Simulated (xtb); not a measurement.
BaCl$_{2}$, triplet, from a rough starting geometry (GFN-xTB shapes and energies of metal compounds can be far from the true ones) (a higher spin typed on purpose: for a closed-shell molecule this is an excited state); GFN2-xTB in xtb.

Here is a job for xtb.
```
$ xtb mol.xyz --gfn 2 --uhf 2 --opt vtight --json

# file mol.xyz
3

Ba    -0.00677875    -0.00606751     0.04938892
Cl     1.86540941     0.42503484    -1.75891598
Cl    -1.89940875    -0.48579782     1.77301530
```

Problem. Predict the main parts of the log of this xtb run.

Solution. 
```
   ID    Z sym.   atoms
    1   56 Ba     1
    2   17 Cl     2, 3

           -------------------------------------------------
          |                Calculation Setup                |
           -------------------------------------------------

           -------------------------------------------------
          |                 G F N 2 - x T B                 |
           -------------------------------------------------

          ...................................................
          :                      SETUP                      :
          :.................................................:
          :  # basis functions                  30          :
          :  # atomic orbitals                  27          :
          :  # shells                            9          :
          :  # electrons                        16          :
          :  max. iterations                   250          :
          :  Hamiltonian                  GFN2-xTB          :
          :  restarted?                      false          :
          :  GBSA solvation                  false          :
          :  PC potential                    false          :
          :  electronic temp.          300.0000000     K    :
          :  accuracy                    1.0000000          :
          :  -> integral cutoff          0.2500000E+02      :
          :  -> integral neglect         0.1000000E-07      :
          :  -> SCF convergence          0.1000000E-05 Eh   :
          :  -> wf. convergence          0.1000000E-03 e    :
          :  Broyden damping             0.4000000          :
          :  net charge                          0          :
          :  unpaired electrons                  2          :
          ...................................................

 iter      E             dE          RMSdq      gap      omega  full diag
   1     -7.4953281 -0.749533E+01  0.662E+01    1.15       0.0  T
   2     -8.4165554 -0.921227E+00  0.278E+01    0.00       1.0  T
   3     -9.4955344 -0.107898E+01  0.132E+01    5.28       1.0  T
   4     -9.5090712 -0.135368E-01  0.124E+01    5.81       1.0  T
   5     -9.5112490 -0.217770E-02  0.118E+01    5.35       1.0  T
   6     -9.5230539 -0.118049E-01  0.113E+01    5.37       1.0  T
   7     -9.5179676  0.508625E-02  0.106E+01    5.25       1.0  T
   8     -9.5201335 -0.216593E-02  0.916E+00    5.01       1.0  T
   9     -9.5268046 -0.667106E-02  0.667E+00    4.63       1.0  T
  10     -9.5530339 -0.262294E-01  0.439E+00    4.70       1.0  T
  11     -9.5359845  0.170495E-01  0.481E+00    4.62       1.0  T
  12     -9.5263160  0.966846E-02  0.515E+00    4.68       1.0  T
  13     -9.5388608 -0.125448E-01  0.423E+00    4.41       1.0  T
  14     -9.5519107 -0.130498E-01  0.393E+00    4.43       1.0  T
  15     -9.5533925 -0.148188E-02  0.379E+00    4.43       1.0  T
  16     -9.5525062  0.886322E-03  0.374E+00    4.43       1.0  T
  17     -9.5731331 -0.206269E-01  0.313E+00    4.45       1.0  T
  18     -9.5763944 -0.326133E-02  0.305E+00    4.45       1.0  T
  19     -9.5859882 -0.959378E-02  0.243E+00    4.46       1.0  T
  20     -9.5866544 -0.666243E-03  0.230E+00    4.46       1.0  T
  21     -9.5842103  0.244410E-02  0.175E+00    4.47       1.0  T
  22     -9.5866058 -0.239552E-02  0.653E-01    4.49       1.0  T
  23     -9.5795128  0.709302E-02  0.166E+00    4.50       1.0  T
  24     -9.5866710 -0.715821E-02  0.103E+00    4.49       1.0  T
  25     -9.5824181  0.425296E-02  0.135E+00    4.50       1.0  T
  26     -9.5866020 -0.418395E-02  0.536E-01    4.50       1.0  T
  27     -9.5841235  0.247849E-02  0.108E+00    4.51       1.0  T
  28     -9.5844247 -0.301153E-03  0.100E+00    4.50       1.0  T
  29     -9.5871614 -0.273676E-02  0.472E-01    4.50       1.0  T
  30     -9.5874836 -0.322171E-03  0.534E-02    4.51       1.1  T
  31     -9.5871352  0.348358E-03  0.337E-01    4.51       1.0  T
  32     -9.5873381 -0.202837E-03  0.221E-01    4.51       1.0  T
[...]
 * total energy  :    -9.5867881 Eh     change       -0.1458638E-03 Eh
 * total energy  :    -9.5872426 Eh     change       -0.4545299E-03 Eh
 * total energy  :    -9.5883644 Eh     change       -0.1121792E-02 Eh
 * total energy  :    -9.5925736 Eh     change       -0.4209143E-02 Eh
 * total energy  :    -9.5993122 Eh     change       -0.6738637E-02 Eh
 * total energy  :    -9.5990751 Eh     change        0.2370914E-03 Eh
 * total energy  :    -9.5993714 Eh     change       -0.2962948E-03 Eh
 * total energy  :    -9.5993687 Eh     change        0.2723630E-05 Eh
 * total energy  :    -9.5993734 Eh     change       -0.4716879E-05 Eh
 * total energy  :    -9.5993734 Eh     change        0.4444125E-07 Eh
 * total energy  :    -9.5993741 Eh     change       -0.6943903E-06 Eh
 * total energy  :    -9.5993741 Eh     change       -0.2105303E-09 Eh
   *** GEOMETRY OPTIMIZATION CONVERGED AFTER 132 ITERATIONS ***
         :: total energy              -9.599374050731 Eh    ::
[...]

           -------------------------------------------------
          |                Property Printout                |
           -------------------------------------------------

    * Orbital Energies and Occupations

         #    Occupation            Energy/Eh            Energy/eV
      -------------------------------------------------------------
         1        2.0000           -1.0372813             -28.2259
         2        2.0000           -1.0231795             -27.8421
         3        2.0000           -0.4431205             -12.0579
         4        2.0000           -0.4294876             -11.6870
         5        2.0000           -0.4198278             -11.4241
         6        2.0000           -0.4051894             -11.0258
         7        2.0000           -0.4005654             -10.8999
         8        1.0000           -0.3667665              -9.9802
         9        1.0000           -0.3183342              -8.6623 (HOMO)
        10                         -0.1790447              -4.8721 (LUMO)
        11                         -0.1457411              -3.9658
        12                         -0.0623084              -1.6955
        13                         -0.0080145              -0.2181
        14                         -0.0045862              -0.1248
        15                          0.0190117               0.5173
        16                          0.0440901               1.1998
        17                          0.0451316               1.2281
        18                          0.0457364               1.2446
        19                          0.0457701               1.2455
        20                          0.0466488               1.2694
       ...                                ...                  ...
        27                          0.4848965              13.1947
      -------------------------------------------------------------
                  HL-Gap            0.1392895 Eh            3.7903 eV
             Fermi-level           -0.3161759 Eh           -8.6036 eV

     #   Z          covCN         q      C6AA      α(0)
     1  56 Ba       1.360     0.517   707.495    85.047
     2  17 Cl       1.264    -0.258   107.397    15.855
     3  17 Cl       1.264    -0.258   107.397    15.855

 Mol. C6AA /au·bohr⁶  :       2109.235330
 Mol. C8AA /au·bohr⁸  :     347349.983926
 Mol. α(0) /au        :        116.757330

Wiberg/Mayer (AO) data.
largest (>0.10) Wiberg bond orders for each atom

 ---------------------------------------------------------------------------
     #   Z sym  total        # sym  WBO       # sym  WBO       # sym  WBO
 ---------------------------------------------------------------------------
     1  56 Ba   0.880 --     2 Cl   0.440     3 Cl   0.440
     2  17 Cl   0.957 --     3 Cl   0.517     1 Ba   0.440
     3  17 Cl   0.957 --     2 Cl   0.517     1 Ba   0.440
 ---------------------------------------------------------------------------

Topologies differ in total number of bonds
Writing topology from bond orders to xtbtopo.mol

molecular dipole:
                 x           y           z       tot (Debye)
 q only:        1.158       1.408       1.596
   full:        0.889       1.082       1.226       4.730
molecular quadrupole (traceless):
                xx          xy          yy          xz          yz          zz
 q only:       -1.500       0.876       1.269       4.025       2.697       0.230
  q+dip:       -1.297       0.352       1.325       3.455       1.965      -0.027
   full:       -0.879       0.050       0.915       2.283       1.165      -0.036

optimized geometry written to: xtbopt.xyz

           -------------------------------------------------
          | TOTAL ENERGY               -9.599374050731 Eh   |
          | GRADIENT NORM               0.000000187167 Eh/α |
          | HOMO-LUMO GAP               3.790259167764 eV   |
           -------------------------------------------------

normal termination of xtb
```
